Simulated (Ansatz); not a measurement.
Basis sets compared for Sr2O3 (the lowest singlet isomer of a short search). Charge 0, multiplicity 1. Geometry PBE0-D4/def2-SVP. Ansatz on 4 threads of Arm Neoverse V2 on a shared host; times are rough, and most runs start from earlier orbitals.

```xyz
5

Sr    0.708    0.022    1.491
Sr   -0.112   -0.100   -1.644
O    -1.053    0.889    0.241
O    -1.221   -0.589    0.342
O     1.677   -0.221   -0.430
```

In the def2 sets Sr takes a core potential, while STO-3G treats all electrons; there is no spin–orbit coupling. The structure holds one bond between oxygen atoms, so isomers without such links may lie far lower. The structure comes from a short search, and lower isomers may exist.

STO-3G and 6-31G are all-electron sets without relativity, so their totals don't compare with the def2 sets.

Binding counts from free atoms (Sr singlet, O triplet) in the same basis, without a counterpoise term.

```tsv
level	functions	energy (Eh)	HOMO (eV)	LUMO (eV)	binding per atom (eV)	wall time
HF/STO-3G	59	-6419.5297	-1.15	5.72	–	0.3 s
HF/def2-TZVP	159	-285.4138	-7.83	0.29	1.48	0.7 s
PBE-D4/def2-SVP	88	-286.7726	-3.16	-1.51	3.71	0.8 s
PBE-D4/def2-TZVP (with forces)	159	-287.0642	-3.20	-1.50	3.63	1.7 s
r2SCAN-D4/def2-TZVP	159	-287.2037	-3.28	-0.92	3.54	2.8 s
PBE0-D4/def2-SVP	88	-286.7268	-4.49	-0.96	3.36	0.95 s
PBE0-D4/def2-TZVP	159	-287.0183	-4.52	-0.94	3.30	1.8 s
```

Estimate the rows for PBE-D4/def2-TZVPD, r2SCAN-D4/def2-TZVPD, PBE0-D4/def2-TZVPD.


```csv
level,functions,energy (Eh),HOMO (eV),LUMO (eV),binding per atom (eV),wall time
PBE-D4/def2-TZVPD,186,-287.0698,-3.23,-1.49,3.64,1.8 s
r2SCAN-D4/def2-TZVPD,186,-287.2093,-3.29,-0.89,3.56,3.7 s
PBE0-D4/def2-TZVPD,186,-287.0244,-4.52,-0.93,3.33,2.1 s
```
